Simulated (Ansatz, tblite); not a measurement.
Cost and result up the ladder for PdAu₂ (3 atoms). Total charge 0; singlet. Geometry: PBE-D4/def2-TZVP.

```xyz
3

Pd   -0.183    0.441   -1.417
Au    1.044   -1.085    0.317
Au   -0.861    0.644    1.100
```

Ansatz on 4 threads of Arm Neoverse N1 on a shared host; xTB runs through tblite on one thread. Times are rough, summed over both states, and most runs start from the orbitals of an earlier one. CCSD(T)/def2-TZVP serves as the yardstick here, not as an exact answer. The other state is a doublet.

In the def2 sets Au, Pd take a core potential; there is no spin–orbit coupling. The xTB rows come from tblite. Correlated methods freeze no core orbitals; core or outer-core shells of Pd, Au are correlated, in sets that lack core-valence functions. The structure comes from a short search, and lower isomers may exist.

Run but left out: PBE-D4/def2-TZVP (charge +1 doublet: an occupied level 0.01 eV above an empty one).

Correlated methods converge slowly with the basis.

Raw xTB energies of ions are shifted by several eV.

| level | functions | wall time | vertical IE (eV) | difference from CCSD(T)/def2-TZVP (eV) |
| --- | --- | --- | --- | --- |
| GFN1-xTB | 27 | 0.009 s | 13.55 | 6.26 |
| GFN2-xTB | 27 | 0.009 s | 12.46 | 5.18 |
| PBE0-D4/def2-TZVP | 120 | 22 s | 7.60 | 0.31 |
| CCSD(T)/def2-TZVP | 120 | 76 s | 7.29 | 0.00 |
